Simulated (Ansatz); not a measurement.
Reactions of CH$_{7}$AlOSi$_{2}$, SMILES `O=C[SiH2][SiH2][AlH2]`.

Gas-phase electronic energies from Ansatz, PBE0-D4/def2-TZVP geometries. CBS: MP2 limit from def2 TZ/QZ plus the TZ coupled-cluster correction, frozen cores. This one scheme is used for every species. Functionals use def2-TZVPP. For Se outer-core shells are correlated without core-valence functions, which leaves a few kJ/mol of doubt a bond. Scalar relativity is left out up to krypton. Each species was taken in one conformer, which may not be the lowest.

```tsv
reaction	HF/CBS(def2) (kJ/mol)	ωB97M-V (kJ/mol)	r2SCAN-D4 (kJ/mol)	B2PLYP (kJ/mol)
`O=C[SiH2][SiH2][AlH2]` + `C=CN[SiH3]` → `C=CN([SiH3])C=O` + `[AlH2][SiH2][SiH3]`	-59	-62	-66	-61
`O=C[SiH2][SiH2][AlH2]` + `NCS` → `NC[S][AlH2]` + `O=C[SiH2][SiH3]`	-109	-106	-101	-105
`O=C[SiH2][SiH2][AlH2]` + `C=C[SiH2]S` → `C=C[SiH2][S][AlH2]` + `O=C[SiH2][SiH3]`	-116	-117	-110	-111
`O=C[SiH2][SiH2][AlH2]` + `[SiH3][SeH]` → `[AlH2][Se][SiH3]` + `O=C[SiH2][SiH3]`	-129	-123	-115	-120
`O=C[SiH2][SiH2][AlH2]` + `OB(O)S` → `O=COB(O)S` + `[AlH2][SiH2][SiH3]`	-52	-46	-49	-46
`O=C[SiH2][SiH2][AlH2]` + `N[SiH3]` → `[AlH2][NH][SiH3]` + `O=C[SiH2][SiH3]`	-108	-100	-90	-100
`O=C[SiH2][SiH2][AlH2]` + `BN` → `B[NH][AlH2]` + `O=C[SiH2][SiH3]`	-84	-71	-60	-71
```

Question: Give the CCSD(T)/CBS values in the same order. (Estimate.)

Answer: Computed: -61, -103, -114, -121, -40, -96, -67 kJ/mol.

Largest T1 diagnostic: 0.016, for `O=C[SiH2][SiH2][AlH2]`.
